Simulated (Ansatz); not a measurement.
Cartesian coordinates in Å:
```
O -1.9537 0.0318 -0.8654
C -1.7880 -0.2147 0.3041
Si -0.0229 -0.2587 1.0923
Zn 1.4322 0.2766 -0.6598
O 2.6177 0.6757 -1.9269
H -2.6782 -0.4235 0.9444
H -0.0356 0.6940 2.2406
H 0.1500 -1.6200 1.6788
H 2.2785 0.8390 -2.8082
```

The species carries charge 0 and has multiplicity 1.

Task: List the B3LYP/def2-TZVPP orbital energies in eV (Ansatz 0.2.0). (Estimate.)

Result: The calculation gave: Occupied: -9450.23, -1799.21, -1149.44, -1012.83, -1012.82, -1012.74, -521.17, -519.71, -279.44, -143.78, -132.06, -99.10, -99.09, -99.08, -88.31, -88.29, -88.16, -29.16, -25.82, -17.24, -15.11, -14.46, -14.27, -14.27, -14.25, -14.21, -12.91, -11.81, -11.55, -11.42, -9.84, -9.02, -8.01, -7.93, -6.99. Lowest empty: -1.97, -1.21, -0.96, -0.71, 0.85, 1.00, 1.73, 2.05.

B3LYP here is the variant with VWN-RPA as its local correlation; programs differ in this.
